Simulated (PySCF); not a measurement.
PySCF input file for ClH₆NOSi₂, SMILES O[Si@H](Cl)N[SiH3], PBE-D3(BJ)/def2-SVP. Geometry: PBE-D3(BJ)/def2-SVP. The structure was generated by enumeration; whether it is a known compound was not checked. The values are those of a single conformer.

```python
import numpy as np
from pyscf import gto, scf, dft, df
from pyscf.hessian import thermo

mol = gto.M(
    atom='''
    O    -1.79992327   -0.89694384    1.29953002
    Si   -0.31105456   -0.19985120    1.01758948
    Cl   -0.49697313    1.69472201    0.15324294
    N     0.66365766   -1.06691837   -0.12373139
    Si    1.35503542   -0.50316823   -1.64891803
    H    -2.31693647   -1.09836359    0.49852967
    H     0.27598042   -0.06790288    2.37979858
    H     0.91103685   -2.02843124    0.13330047
    H     2.12971555   -1.67289099   -2.19293878
    H     2.28769763    0.66110932   -1.46793368
    H     0.29909974   -0.11754371   -2.64740728
    ''',
    basis='def2-SVP',
    charge=0,
    spin=0,
    max_memory=1600,
    verbose=3,
)
mf = dft.RKS(mol, xc='pbe').density_fit(auxbasis='def2-universal-jkfit')
mf.disp = 'd3bj'
mf.grids.level = 3
mf.conv_tol = 1e-11
mf.max_cycle = 100
mf.kernel()

# [left out here: the lines that compute and print the analytic Hessian (its translational invariance restored by hand, since the grid's response is missing), thermochemistry and intensities]
```

Program output:

```
converged SCF energy = -1171.8456054717

WARN: DFTD3 does not support analytical Hessian, using finite difference


WARN: Mole.unit (angstrom) is changed to Bohr

Mode                                 0                   1                   2
Irrep
Freq [cm^-1]                       53.8815            111.7620            135.2527
Reduced mass [au]                   3.2879              8.5924              1.0494
Force const [Dyne/A]                0.0056              0.0632              0.0113
Char temp [K]                      77.5234            160.8006            194.5985
Normal mode                   x     y     z       x     y     z       x     y     z
       0   O                 0.02  0.01  0.11   -0.02  0.02  0.02    0.01 -0.02 -0.02
       1  Si                 0.00 -0.00 -0.02   -0.00 -0.03  0.02    0.00  0.01  0.00
       2  Cl                -0.02 -0.01 -0.02    0.06 -0.06 -0.07   -0.01  0.00 -0.01
       3   N                -0.12 -0.05 -0.09    0.01 -0.02  0.03    0.02  0.01  0.02
       4  Si                 0.06  0.03  0.02   -0.06  0.09  0.04   -0.00 -0.00  0.01
       5   H                -0.05  0.01  0.16   -0.02  0.01  0.01    0.05 -0.08 -0.03
       6   H                 0.10  0.02 -0.06   -0.03  0.00  0.03   -0.02  0.03  0.01
       7   H                -0.23 -0.09 -0.16    0.06 -0.02  0.00    0.06  0.03  0.05
       8   H                 0.04  0.02  0.01   -0.04  0.14 -0.05   -0.47 -0.19 -0.27
       9   H                 0.12 -0.05  0.21   -0.08  0.10  0.08    0.43 -0.35  0.01
      10   H                 0.19  0.17 -0.06   -0.10  0.11  0.10   -0.03  0.49  0.24
Mode                                 3                   4                   5
Irrep
Freq [cm^-1]                      182.6618            267.5131            287.8914
Reduced mass [au]                   2.4783              3.7446              1.3282
Force const [Dyne/A]                0.0487              0.1579              0.0649
[...]
       6   H                -0.01 -0.00  0.10    0.07 -0.09  0.04   -0.00 -0.13  0.10
       7   H                -0.08  0.05 -0.09    0.37  0.22  0.25    0.04 -0.06 -0.05
       8   H                -0.01 -0.07  0.08    0.01 -0.03  0.09    0.02  0.01 -0.04
       9   H                 0.07 -0.03 -0.08    0.02 -0.01 -0.01    0.01  0.00  0.00
      10   H                 0.10 -0.02 -0.13    0.03 -0.01 -0.02    0.01  0.00 -0.02
Mode                                 9                  10                  11
Irrep
Freq [cm^-1]                      601.0434            684.7703            703.7352
Reduced mass [au]                   1.9545              1.1616              1.2595
Force const [Dyne/A]                0.4160              0.3209              0.3675
Char temp [K]                     864.7677            985.2319           1012.5183
Normal mode                   x     y     z       x     y     z       x     y     z
       0   O                -0.02 -0.02  0.00   -0.00 -0.00 -0.00    0.00  0.00  0.00
       1  Si                -0.03  0.06  0.04   -0.00  0.00 -0.00    0.00  0.00 -0.00
       2  Cl                 0.00 -0.02  0.01    0.00  0.00 -0.00   -0.00  0.00 -0.01
       3   N                 0.00 -0.09  0.02    0.05  0.03  0.02   -0.01  0.09 -0.03
       4  Si                 0.04 -0.01 -0.06   -0.04 -0.03 -0.02    0.01 -0.04  0.03
       5   H                 0.01  0.11 -0.05   -0.02 -0.04  0.02    0.04 -0.10  0.01
       6   H                -0.12  0.23  0.07    0.03 -0.14 -0.00    0.21 -0.59 -0.03
       7   H                 0.01 -0.07  0.13    0.10  0.06  0.09   -0.17  0.07  0.05
       8   H                 0.17  0.26 -0.44    0.12  0.08 -0.01    0.09  0.19 -0.33
       9   H                -0.14  0.11  0.13   -0.09 -0.09  0.66   -0.16  0.10  0.07
      10   H                -0.11  0.11  0.15    0.38  0.26 -0.36   -0.23  0.04  0.31
Mode                                12                  13                  14
Irrep
Freq [cm^-1]                      778.7118            807.8081            877.3008
Reduced mass [au]                   1.3301              1.6164              1.2855
Force const [Dyne/A]                0.4752              0.6215              0.5829
Char temp [K]                    1120.3929           1162.2560           1262.2405
Normal mode                   x     y     z       x     y     z       x     y     z
       0   O                 0.09  0.05 -0.06   -0.00 -0.02  0.00    0.04  0.02 -0.06
       1  Si                -0.01 -0.01  0.02   -0.02  0.07  0.01   -0.05 -0.02  0.04
       2  Cl                -0.00  0.00 -0.00   -0.00 -0.01 -0.00    0.00  0.00 -0.00
       3   N                -0.03 -0.01  0.00    0.03 -0.11  0.04    0.01  0.00  0.01
       4  Si                 0.00  0.00 -0.01   -0.00  0.03 -0.01   -0.00 -0.00  0.01
       5   H                -0.46 -0.27  0.41   -0.02 -0.06  0.03   -0.26 -0.13  0.19
       6   H                -0.46 -0.14  0.23    0.18 -0.61 -0.01    0.64  0.27 -0.29
       7   H                -0.00  0.00  0.02   -0.01 -0.13  0.01    0.03 -0.01 -0.07
       8   H                 0.02  0.02 -0.03   -0.04 -0.06  0.11    0.04  0.10 -0.17
       9   H                 0.00  0.00 -0.01    0.13 -0.03 -0.26    0.04 -0.02 -0.11
      10   H                -0.01 -0.00  0.01    0.15 -0.02 -0.21    0.08 -0.01 -0.09
Mode                                15                  16                  17
Irrep
Freq [cm^-1]                      886.1192            904.0000            914.8610
Reduced mass [au]                   3.2194              1.0530              1.4968
Force const [Dyne/A]                1.4894              0.5070              0.7381
Char temp [K]                    1274.9282           1300.6547           1316.2812
Normal mode                   x     y     z       x     y     z       x     y     z
       0   O                 0.12  0.05  0.01   -0.01 -0.00 -0.00    0.04  0.02  0.02
       1  Si                -0.07 -0.05 -0.02    0.01  0.01  0.00   -0.04 -0.00  0.01
       2  Cl                 0.00  0.00 -0.00   -0.00 -0.00 -0.00   -0.00  0.00 -0.00
       3   N                -0.04  0.00  0.10   -0.00 -0.00 -0.01    0.05  0.00 -0.08
       4  Si                 0.02  0.02 -0.04    0.03  0.01  0.02   -0.03 -0.01  0.06
       5   H                 0.34  0.17 -0.17   -0.04 -0.02  0.02    0.22  0.11 -0.12
       6   H                -0.00 -0.09 -0.04   -0.00 -0.00  0.01   -0.23 -0.02  0.09
       7   H                -0.14  0.01  0.22    0.05  0.01 -0.00    0.17 -0.02 -0.27
       8   H                -0.06 -0.04 -0.02   -0.64 -0.27 -0.32    0.07  0.24 -0.37
       9   H                -0.00  0.01  0.05   -0.36  0.28  0.13    0.20 -0.17 -0.13
      10   H                -0.01 -0.06 -0.03    0.13 -0.27 -0.22    0.14 -0.23 -0.22
Mode                                18                  19                  20
Irrep
Freq [cm^-1]                      924.4238            967.5252           1146.7692
Reduced mass [au]                   1.2952              1.2566              1.5600
Force const [Dyne/A]                0.6521              0.6931              1.2087
Char temp [K]                    1330.0401           1392.0534           1649.9455
Normal mode                   x     y     z       x     y     z       x     y     z
       0   O                 0.05  0.02  0.00   -0.03 -0.01  0.01   -0.01 -0.01  0.00
       1  Si                -0.05  0.00  0.02    0.04 -0.02 -0.03    0.02  0.00 -0.03
       2  Cl                 0.00  0.00 -0.00   -0.00  0.00  0.00   -0.00  0.00  0.00
       3   N                 0.04 -0.02 -0.06   -0.05  0.02  0.06   -0.08  0.02  0.13
       4  Si                 0.00 -0.03  0.01   -0.01 -0.01  0.02    0.01 -0.01 -0.02
       5   H                 0.11  0.06 -0.05   -0.00 -0.01 -0.01   -0.00  0.00 -0.00
       6   H                -0.04 -0.01  0.02   -0.09  0.06  0.02    0.01 -0.08 -0.02
       7   H                 0.14 -0.04 -0.24   -0.14  0.04  0.24    0.40 -0.06 -0.65
       8   H                -0.02 -0.15  0.25    0.08  0.18 -0.26    0.04  0.05 -0.10
       9   H                -0.36  0.31 -0.18   -0.08  0.14 -0.51   -0.03  0.02  0.03
      10   H                 0.09  0.54  0.12    0.37  0.31 -0.26   -0.02  0.02  0.03
Mode                                21                  22                  23
Irrep
Freq [cm^-1]                     2164.9878           2167.2972           2173.0331
Reduced mass [au]                   1.0261              1.0506              1.0452
Force const [Dyne/A]                2.8336              2.9074              2.9080
Char temp [K]                    3114.9354           3118.2582           3126.5108
Normal mode                   x     y     z       x     y     z       x     y     z
       0   O                -0.00  0.00  0.00   -0.00 -0.00  0.00    0.00 -0.00 -0.00
       1  Si                 0.00 -0.00  0.00    0.00  0.00  0.00   -0.00  0.00 -0.00
       2  Cl                -0.00  0.00 -0.00    0.00 -0.00  0.00   -0.00 -0.00  0.00
       3   N                -0.00  0.00  0.00    0.00  0.00  0.00    0.00 -0.00 -0.00
       4  Si                 0.00  0.01  0.02   -0.04  0.01 -0.01    0.01  0.04  0.00
       5   H                 0.00 -0.00 -0.00    0.00  0.00 -0.00   -0.00  0.00  0.00
       6   H                -0.01  0.00 -0.02   -0.01 -0.00 -0.01    0.01 -0.00  0.02
       7   H                 0.00  0.00  0.01   -0.01 -0.00 -0.00    0.00  0.00  0.00
       8   H                 0.37 -0.55 -0.25    0.29 -0.45 -0.21    0.19 -0.28 -0.13
       9   H                 0.08  0.10  0.02    0.24  0.33  0.05   -0.55 -0.68 -0.11
      10   H                -0.48  0.18 -0.44    0.48 -0.17  0.45    0.16 -0.04  0.15
Mode                                24                  25                  26
Irrep
Freq [cm^-1]                     2239.4140           3503.9156           3747.7675
Reduced mass [au]                   1.0421              1.0746              1.0663
Force const [Dyne/A]                3.0791              7.7731              8.8239
Char temp [K]                    3222.0182           5041.3544           5392.2029
Normal mode                   x     y     z       x     y     z       x     y     z
       0   O                -0.00 -0.00  0.00    0.00 -0.00 -0.00    0.03  0.01  0.05
       1  Si                 0.01  0.00  0.03    0.00  0.00 -0.00   -0.00 -0.00  0.00
       2  Cl                -0.00 -0.00  0.00   -0.00 -0.00  0.00   -0.00 -0.00  0.00
       3   N                -0.00 -0.00  0.00   -0.02  0.06 -0.02   -0.00  0.00  0.00
       4  Si                 0.00  0.00 -0.00   -0.00  0.00  0.00    0.00  0.00 -0.00
       5   H                 0.00  0.00  0.00    0.00  0.00  0.00   -0.53 -0.21 -0.78
       6   H                -0.39 -0.09 -0.89    0.00 -0.00 -0.00   -0.00  0.00 -0.00
       7   H                -0.00  0.00  0.00    0.23 -0.90  0.24    0.00 -0.00  0.00
       8   H                -0.01  0.01  0.01   -0.00 -0.00  0.00   -0.00  0.00  0.00
       9   H                -0.02 -0.02 -0.00   -0.00 -0.00  0.00   -0.00 -0.00  0.00
      10   H                 0.00 -0.00  0.01    0.00 -0.00  0.00    0.00 -0.00  0.00
temperature 298.1500 [K]
pressure 101325.00 [Pa]
Rotational constants [GHz] 3.10771 1.70648 1.21243
Symmetry number 1
Zero-point energy (ZPE) 0.06484 [Eh]   170226.684 [J/mol]
                           tot       elec      trans        rot        vib
Entropy [J/mol/K]       377.353      0.000    169.227    118.426     89.700
Cv [J/mol/K]            119.816      0.000     12.472     12.472     94.872
Cp [J/mol/K]            128.130      0.000     20.786     12.472     94.872
Internal energy [J/mol]                      3718.434   3718.434 184668.568
Internal energy [Eh]   -1171.77244  -1171.84561
Enthalpy [J/mol]                             6197.391   3718.434 184668.568
Enthalpy [Eh]          -1171.77149
Gibbs free energy [J/mol]                  -44257.650 -31590.214 157924.424
Gibbs free energy [Eh] -1171.81434
mode   freq/cm-1   IR/(km/mol)
   1       53.88         1.658
   2      111.76         1.519
   3      135.25         0.295
   4      182.66         6.744
   5      267.51         2.441
   6      287.89        77.005
   7      330.31        29.207
   8      386.68       111.530
   9      510.25        47.225
  10      601.04        15.593
  11      684.77        28.395
  12      703.74         8.930
  13      778.71        64.756
  14      807.81       234.306
  15      877.30       418.304
  16      886.12        58.809
  17      904.00        67.498
  18      914.86       173.936
  19      924.42        44.573
  20      967.53        62.303
  21     1146.77       192.274
  22     2164.99       100.975
  23     2167.30       125.441
  24     2173.03        99.202
  25     2239.41       110.817
  26     3503.92        38.097
  27     3747.77        70.360
max |gradient| / (hartree/bohr): 4.759070510958839e-05
APT charges: [-0.8268  1.7778 -0.5193 -1.1085  1.2622  0.2977 -0.272   0.1599 -0.2559
 -0.2551 -0.2601]
```

The calculation finished and met its thresholds.

Cost: roughly 2.2 core-minutes.
